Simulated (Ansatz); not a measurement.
An input meant for the cluster GeBr2⁻ (charge -1, doublet; scaled by 1.12).

```yaml
crystal:
  periodic: [false, false, false]
  atoms:
    - {symbol: Ge, position_ang: [0.389048, -1.210162, 0.024811]}
    - {symbol: Br, position_ang: [-2.138140, -0.108733, 0.056785]}
    - {symbol: Br, position_ang: [1.762210, 1.316146, -0.110750]}
basis:
  gaussian: {orbitals: "6-31G*", final_grid: {core_spheres: 8, valence_spheres: 7, degree: 23}}
total_charge: -1
magnetization: {spin_polarized: true, initial_magnetization: 1}
hamiltonian: {xc: {name: PBEsol}, dispersion: d3bjatm}
relax: {f_tol: 0.0001, max_steps: 2}
output: {forces: true}
```

```sh
$ ansatz run in.yaml --threads 4 --pin off --events-out ev --progress --plain --max-ram 3916MiB
```

(1) Predict how Ansatz answers.

Answers

(1) The SCF steps converged, but the relaxation ran out of steps. The relaxation is allowed too few steps for its threshold.
```
Functional definition: PBEsol
1063 factors; their error is unknown
mean field evaluation 1: about -196429.3295 eV, gradient 2.0e1 eV
mean field evaluation 2: about -196429.0052 eV, gradient 2.3e1 eV
mean field evaluation 4: about -196429.9485 eV, gradient 1.2e0 eV
mean field evaluation 8: about -196429.9597 eV, gradient 3.5e-2 eV
mean field evaluation 16: about -196429.9383 eV, gradient 5.4e-5 eV
mean field -196429.93829050 eV, -7218.6670871815 hartree, gradient 5.4e-5 eV, S^2 0.753831; 3 other end points of the search recorded, 0 dependent functions left out
reference -196429.93832185 eV, -7218.6670883337 hartree; 52, 51 occupied and 53, 54 virtual orbitals, 1063 factors
relax step   1: F+E_penalty+E_count = -196429.98813070 eV  Δ(F+E_penalty+E_count) = +0.000e0 eV  max|allowed force component| = 1.871e0 eV/Å  Δτ_max = 0.0000 Å  (76 SCF iters, accepted)
1063 factors; their error is unknown
mean field evaluation 32: about -196430.2867 eV, gradient 2.8e0 eV
mean field -196430.35434550 eV, -7218.6823769210 hartree, gradient 9.4e-6 eV, S^2 0.752721; 0 other end points of the search recorded, 0 dependent functions left out
reference -196430.35437615 eV, -7218.6823780471 hartree; 52, 51 occupied and 53, 54 virtual orbitals, 1063 factors
relax step   2: F+E_penalty+E_count = -196430.40352960 eV  Δ(F+E_penalty+E_count) = -4.154e-1 eV  max|allowed force component| = 9.136e-1 eV/Å  Δτ_max = 0.1880 Å  (30 SCF iters, accepted)
Error: geometry relaxation did not converge after 2 steps: max|allowed force component| = 9.14e-1 eV/Å (threshold 1.0e-4). Raise `relax.max_steps` over both its present limit and 2, loosen `relax.f_tol`, or start from a geometry closer to equilibrium. Where this run's directory can be resumed (`checkpoint.write`), a resume goes on for up to `relax.max_steps` more
```
